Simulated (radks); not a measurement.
Polarisability of neutral lithium, [He] 2s1, at imaginary frequency. Calculated with a radial shooting solver on a logarithmic mesh with Libxc functionals: non-relativistic Kohn-Sham, LB94 model potential, spin-polarised, spherical densities, point nucleus; open shells are filled with parallel spins first. Response by self-consistent Sternheimer equations with the Hartree and adiabatic LDA kernel.

w (hartree)  alpha1(iw) (bohr^3)  alpha2(iw) (bohr^5)
0.00266                    149.8                 1756
0.0143                     143.9                 1738
0.0360                     118.3                 1644
0.0697                     75.35                 1397
0.118                      39.75                 1013
0.186                      19.73                627.4
0.280                      9.823                347.8
0.413                      4.969                180.5
0.605                      2.543                89.58
0.892                      1.307                42.57
1.35                      0.6703                19.07
2.12                      0.3350                7.804
3.59                      0.1502                2.754
6.94                     0.05056               0.7474
17.5                    0.009197               0.1185

Static values: alpha1 = 150.0 bohr^3 (22.23 angstrom^3; uncoupled 173.2), alpha2 = 1757 bohr^5, alpha3 = 45760 bohr^7. C6 = 1189, C8 = 92570, triple-dipole C9 = 132700 atomic units. One-pole (London) frequency 4 C6 / (3 alpha1^2) = 0.070 hartree, against 0.193 for minus the highest occupied eigenvalue. Recommended static value: 164.113 bohr^3 (Schwerdtfeger and Nagle, 2023 table).
